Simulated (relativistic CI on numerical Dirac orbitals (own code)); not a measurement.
Computed by Dirac-Coulomb-Breit CI, separate exchange-only KLI orbitals for each configuration, model QED, unscaled Slater integrals (own radial code, finite nucleus).

The strongest absorption lines from the ground level of an ion, among the configurations computed and to levels below about 2100 eV (vacuum wavelength in Å, gf): 5.9056 (0.07), 5.9243 (0.66), 5.9292 (0.42), 5.9501 (0.3), 5.9540 (0.074), 25.379 (1.9), 26.850 (1.4), 28.120 (0.13).

**Question.** Which ion is it?
A. Tl LVII
B. Ir LI
C. Tm XLV
D. Ir LIII

**Answer.** D. Ir LIII has 25 electrons and the ground level 3s²3p⁶3d⁷ ⁴F9/2; the strongest line goes to 3s²3p⁵3d⁸ ⁴D°7/2. The pattern of lines fixes the number of electrons, and along that sequence the line energies rise steadily with the charge (about as its square where n changes within one kind of shell, about linearly where n is kept but much faster in heavy ions where fine structure, which grows about as Z⁴, sets the gap, and irregularly where shells cross), which fixes Z. Configurations outside the model, such as inner-shell arrays, can give stronger lines. At this charge energies of transitions that change n are usually good to better than 1 %, and those within a shell (Δn = 0) to a few per cent.

LS names give the leading component of a level, which can be under half, so a name can repeat, a term be missing and a line seem to break the LS rules.
